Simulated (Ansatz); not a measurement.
Two isomers of C2H7InO: A = `C[O][InH][CH3]`, B = `C[CH](O)[InH2]`.

Program: Ansatz. Geometries: PBE0-D4/def2-TZVP. ΔE: electronic, gas phase. CBS: MP2 limit from def2 TZ/QZ plus the TZ coupled-cluster correction, frozen cores. DFT in def2-TZVPP. B3LYP here is the variant with VWN-RPA as its local correlation; programs differ in this. Elements past krypton have def2 core potentials. For In outer-core shells are correlated without core-valence functions, which leaves a few kJ/mol of doubt a bond. Each species was taken in one conformer, which may not be the lowest.

A:

```xyz
11

C     0.4819    1.3658    1.2419
O     0.8203    0.0229    1.4112
In    0.3260   -1.4220    0.1251
C    -0.7837   -0.6864   -1.5513
H    -0.0895    1.5707    0.3227
H    -0.1261    1.7204    2.0853
H     1.3851    1.9901    1.2060
H     0.9178   -2.9236    0.6801
H    -1.0489   -1.4918   -2.2352
H    -1.6955   -0.2009   -1.1997
H    -0.1874    0.0547   -2.0862
```

B:

Z-matrix (Å, degrees):
```
C
C 1 1.510
H 1 1.094 2 110.9
H 1 1.100 2 111.2 3 119.0
H 1 1.093 2 111.7 3 -120.7
O 2 1.432 1 111.8 3 -179.2
In 2 2.187 1 116.4 3 69.6
H 2 1.097 1 109.8 3 -57.1
H 6 0.964 2 109.2 1 56.6
H 7 1.731 2 117.7 1 32.5
H 7 1.728 2 121.1 1 -151.5
```

Task: Which isomer does CCSD(T)/CBS put lower? Give the gap. (Estimate.)

Result: Computed: A, by 97.5 kJ/mol.

Task: Give E(B) − E(A) in kJ/mol with ωB97M-V, CCSD(T)/def2-TZVPP, MP2/def2-TZVPP, CCSD/def2-TZVPP, B3LYP-D4, B3LYP, CCSD(T)/def2-SVP. (An estimate is asked.)

Result: Ansatz gave: ωB97M-V 88.1, CCSD(T)/def2-TZVPP 93.8, MP2/def2-TZVPP 99.2, CCSD/def2-TZVPP 92.2, B3LYP-D4 95.0, B3LYP 97.5, CCSD(T)/def2-SVP 84.5. None reverses the order clearly.

Task: Does the order hold for the free energy at 298.15 K (harmonic terms from PBE0-D4)? (Estimate.)

Result: Computed: Yes: G(B) − G(A) = +95.6 kJ/mol, for one conformer each. Modes under 60 cm⁻¹, often nearly free rotors, make the harmonic entropy too high.

Largest T1 diagnostic: 0.015.

From r2SCAN to r2SCAN0 (25 % exact exchange), in def2-TZVPP and without D4, E(B) − E(A) moves by −5.6 kJ/mol. At CCSD(T), def2-SVP lies −13.0 kJ/mol from the extrapolated value and def2-TZVPP −3.7 kJ/mol.
